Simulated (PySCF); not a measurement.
# Polarisability and C₆ of B (boron, neutral)

[He] 2s2 2p1, 2P determinant. All numbers are calculated (PySCF 2.14, no relativity, point nucleus, in dyall-av2z). Coupled (time-dependent) response in atomic units; α is the mean over directions. A double-zeta set is small for polarisabilities.

| method | mean α (bohr³) | α xx, yy, zz | C₆ (like pair) | S(−4) |
| --- | --- | --- | --- | --- |
| UHF | 21.81 | 20.16, 25.10, 20.16 | 104.4 | 402.2 |
| PBE | 22.72 | 19.94, 28.27, 19.94 | 111.8 | 352.3 |
| PBE0 | 21.91 | 19.61, 26.52, 19.61 | 107.0 | 311.6 |
| LC-wPBE | 21.09 | 19.29, 24.68, 19.29 | 101.8 | 276.0 |
| BHandHLYP | 21.15 | 19.34, 24.77, 19.34 | 101.5 | 283.4 |

S(−4) is the Cauchy moment in α(ω) = α(0) + S(−4) ω² + …

Reference α: 20.5 ± 0.1 bohr³ (recommended; Schwerdtfeger and Nagle, table of static dipole polarizabilities (2023 update)). Published C₆: 99.50 (Chu and Dalgarno (2004); Tang, Norbeck and Certain (1976)).

α(iu) at PBE0:

```csv
u (hartree),α(iu) (bohr³)
0,21.91
0.0500,21.17
0.100,19.33
0.200,14.71
0.300,10.79
0.500,6.045
0.750,3.379
1.00,2.142
1.50,1.082
2.00,0.6540
3.00,0.3178
5.00,0.1283
```

The components differ because the open shell of this determinant is not spherical; for a pure term their mean is the scalar polarisability.
